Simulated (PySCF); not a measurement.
Atom-mapped SMILES (the numbers label the heavy atoms): `[BH3-:1][NH2+:2][CH2:3][CH:4]=[CH2:5]` (H(Xn): hydrogen on atom n). Ha(C5) is cis to C3; Hb(C5) is trans to C3.

Rapidly exchanging positions averaged, non-relativistic Hamiltonian, a single conformation, gas phase. Shielding tensors at PBE0/pcSseg-1 (GIAO); PBE0-D3(BJ)/def2-SVP geometry; PySCF.

References, each an isolated molecule treated in the same way: 13C (184.41 ppm), 1H (31.27 ppm) vs TMS; 11B (100.73 ppm) against BF3·OEt2; NH3 for 15N (265.67 ppm).

```csv
atoms,nucleus,count,Hirshfeld charge,δ (ppm)
H(C4),1H,1,0.06,?
B1,11B,1,-0.09,-22.3
C3,13C,1,0.01,52.3
H(N2),1H,2,0.15,2.61
Ha(C5),1H,1,0.04,?
C5,13C,1,-0.11,?
C4,13C,1,-0.04,145.1
H(C3),1H,2,0.07,3.36
Hb(C5),1H,1,0.05,5.47
N2,15N,1,-0.04,53.4
H(B1),1H,3,-0.11,2.14
```

Question: Estimate the values marked ?.

Answer: 
- C5: 117.7 ppm, terminal =CH2 carbon; an sp2 carbon of a C=C bond
- H(C4): 6.22 ppm, hydrogen on an alkene CH; a vinylic proton, deshielded by the sp2 carbon and the C=C anisotropy
- Ha(C5): 5.09 ppm, hydrogen on a terminal =CH2 carbon; olefinic region

Exchangeable OH/NH protons stand at their gas-phase positions; hydrogen bonding in a real sample shifts them, mostly to higher δ. Hydrogens on boron are broadened and split by 11B (spin 3/2, 80 %) and 10B (spin 3). Shifts are as computed. Against solution values, carbons near 30 ppm lie about +2 ppm off and those near 130 ppm about +5 ppm. Of 1309 compounds with measured shifts, 239 miss one by over three times the rms of a fit or turn the order of signals round; such compounds aren't used in these exercises. Experimental scales use liquid or dissolved standards, which lie at an offset from isolated NH3 (liquid NH3: subtract about 20 ppm).
